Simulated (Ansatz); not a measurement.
Ideal-gas functions of H3NZn, SMILES `[NH2][ZnH]` at 600 K and 1 bar, from an Ansatz frequency run at PBE0-D4/def2-TZVP.

Molar mass 82.42 g/mol, point group Cs (symmetry number 1), electronic degeneracy 1, moments of inertia 1.509, 49.684, 50.884 u Å². Harmonic wavenumbers (cm⁻¹, unscaled): 317, 457, 493, 668, 723, 1559, 1961, 3579, 3672.

Use S(trans) = R[1.5 ln M + 2.5 ln T − 1.1517]; rotational temperatures θ = 24.2544 K / I; S(rot) = R[ln(√π/σ · √(T³/θAθBθC)) + 1.5]; for each mode x = 1.438777 ν̃/T, S = R[x/(eˣ − 1) − ln(1 − e⁻ˣ)] and H = RT x/(eˣ − 1); 1 cm⁻¹ = 0.0119627 kJ/mol; R = 8.31446 J/(mol·K).

Q: By hand: the entropy, in J/(mol·K).

A: Translation 178.4. Rotation: θ = 16.0732, 0.4882, 0.4767 K, giving 91.5. Vibration, mode by mode: 10.79, 7.96, 7.39, 5.23, 4.71, 0.96, 0.43, 0.01, 0.01, in all 37.5. Electronic 0.0. Sum 307.4 J/(mol·K).

Q: By hand: H − E and G − E in kJ/mol, counted from the electronic energy.

A: Zero-point energy ½ × 13429 × 0.0119627 = 80.3; thermal vibration 13.2; translation, rotation and pV give 4 RT = 20.0. H − E = 113.5 kJ/mol, and G − E = 113.5 − 600 × 307.4/1000 = -70.9 kJ/mol.

Vibration gives 12 % of the entropy.
